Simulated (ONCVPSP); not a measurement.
barium: excitation energies, all-electron against ONCV

ONCVPSP 4.0.1 input, shortened (lines: element, Z, core and valence counts, functional; n l f; lmax; l rc ep ncon nbas qcut; lloc lpopt rc5 dvloc0; l nproj debl; icmod fcfact rcfact), LDA (Perdew-Zunger), scalar-relativistic:

```
  Ba 56.00    9    4        3      upf
    1    0    2.00
    2    0    2.00
    2    1    6.00
    3    0    2.00
    3    1    6.00
    3    2   10.00
    4    0    2.00
    4    1    6.00
    4    2   10.00
    5    0    2.00
    5    1    6.00
    6    0    1.00
    6    1    1.00
    2
    0    3.10    0.00    4    7    4.40
    1    3.55    0.00    3    7    4.40
    2    3.90    0.11    4    8    2.70
    4    5    3.00    4.00
    0    2    2.90
    1    2    1.60
    2    1    1.10
    3    1.75    1.00
```

In the d channel the program set the typed energies aside and used -0.110 Ha.

Energies are relative to the spin-unpolarised reference configuration 5s2 5p6 6s1 6p1; without spin polarisation the order of configurations can differ from experiment.

Task: Give the all-electron excitation energy and the error of the potential for: 5s2 5p6 6s2 6p0; 5s2 5p6 6s1 6p0; 5s2 5p6 6s0 6p0; 5s2 5p5 6s2 6p0.

Result:

```
valence configuration  charge  ΔE all-electron (eV)  error AE − PS (meV)
      5s2 5p6 6s2 6p0       0                -2.123                 -0.3
      5s2 5p6 6s1 6p0      +1                 3.420                 -0.6
      5s2 5p6 6s0 6p0      +2                13.590                 -2.6
      5s2 5p5 6s2 6p0      +1                21.265                  -36
```

Levels in the configuration 5s2 5p5 6s2 6p0:

| level | all-electron (eV) | pseudo (eV) |
| --- | --- | --- |
| 5s | -43.714 | -43.846 |
| 5p | -28.204 | -28.261 |
| 6s | -9.161 | -9.164 |
